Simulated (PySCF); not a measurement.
Compound: C6H10O.
Cartesian coordinates in Å at the GFN2-xTB level; atoms count from 1:
```
atom  x, y, z in Å
C1    -1.2877    2.1770   -0.4756
O2     0.0100    1.6369   -0.4959
C3     0.2154    0.6532    0.4926
C4     1.0930   -0.5064    0.1642
C5     2.4896   -0.8762   -0.0916
C6    -0.1843   -0.7719    0.2429
C7    -1.3234   -1.6963    0.1580
H8    -2.0438    1.4188   -0.7126
H9    -1.5205    2.6091    0.5063
H10   -1.3129    2.9611   -1.2304
H11    0.1748    1.0736    1.5016
H12    3.1045   -0.6431    0.7781
H13    2.5708   -1.9382   -0.3162
H14    2.8695   -0.2993   -0.9346
H15   -0.9765   -2.7222    0.0444
H16   -1.9362   -1.6225    1.0568
H17   -1.9493   -1.4416   -0.6980
```

The closed-shell SCF was solved with PySCF and density fitting under several settings on one GFN2-xTB geometry (grid level 2 and gas phase unless stated).

```json
{"settings": "PBE0/pcSseg-1", "basis functions": "169", "SCF cycles": "12", "E (Eh)": "-309.3874", "HOMO (eV)": "-6.79", "LUMO (eV)": "0.79", "dipole (D)": "1.60"}
{"settings": "PBE0/def2-SVPD", "basis functions": "223", "SCF cycles": "13", "E (Eh)": "-309.2198", "HOMO (eV)": "-6.90", "LUMO (eV)": "0.64", "dipole (D)": "1.63"}
{"settings": "BHandHLYP/6-311+G(2d,p)", "basis functions": "249", "SCF cycles": "13", "E (Eh)": "-309.6871", "HOMO (eV)": "-7.97", "LUMO (eV)": "0.66", "dipole (D)": "1.69"}
{"settings": "LC-wPBE/pcSseg-0, energy threshold 1e-07 Eh", "basis functions": "83", "SCF cycles": "8", "E (Eh)": "-308.8819", "HOMO (eV)": "-9.45", "LUMO (eV)": "3.07", "dipole (D)": "1.84"}
{"settings": "B3LYP/cc-pVDZ, energy threshold 1e-11 Eh", "basis functions": "148", "SCF cycles": "12", "E (Eh)": "-309.8000", "HOMO (eV)": "-6.33", "LUMO (eV)": "0.76", "dipole (D)": "1.47"}
```

Q: Estimate the rows for these settings: (1) PBE0/6-311+G(2d,p); (2) KT2/6-311+G(2d,p), IEF-PCM benzene, grid level 1, fitting basis def2-universal-jkfit.

A: 
| settings | basis functions | SCF cycles | E (Eh) | HOMO (eV) | LUMO (eV) | dipole (D) |
| --- | --- | --- | --- | --- | --- | --- |
| PBE0/6-311+G(2d,p) | 249 | 14 | -309.5122 | -6.85 | 0.28 | 1.64 |
| KT2/6-311+G(2d,p), IEF-PCM benzene, grid level 1, fitting basis def2-universal-jkfit | 249 | 12 | -315.1656 | -5.59 | -0.30 | 1.82 |

Q: Over all rows, what range does the HOMO–LUMO gap span?

A: From 5.29 eV (KT2/6-311+G(2d,p), IEF-PCM benzene, grid level 1, fitting basis def2-universal-jkfit) to 12.52 eV (LC-wPBE/pcSseg-0, energy threshold 1e-07 Eh). The functional of the narrowest has no exact exchange, that of the widest range-separated exact exchange.

Q: And the dipole moment?

A: From 1.47 D (B3LYP/cc-pVDZ, energy threshold 1e-11 Eh) to 1.84 D (LC-wPBE/pcSseg-0, energy threshold 1e-07 Eh); the largest is 1.25 times the smallest, and the median is 1.64 D.

Q: Compare two rows with the functional PBE0: PBE0/pcSseg-1 and PBE0/6-311+G(2d,p). Which energy is lower, and by how much?

A: PBE0/6-311+G(2d,p) (249 functions) lies 0.1248 Eh or 78 kcal/mol below PBE0/pcSseg-1 (169 functions).

Cycle counts include a coarse-grid stage where the run had one. All basis functions are spherical, in the Pople sets too. KT2 was designed for NMR shieldings or shifts; total energies of different functionals aren't comparable. The species at its GFN2-xTB geometry (one conformer only).
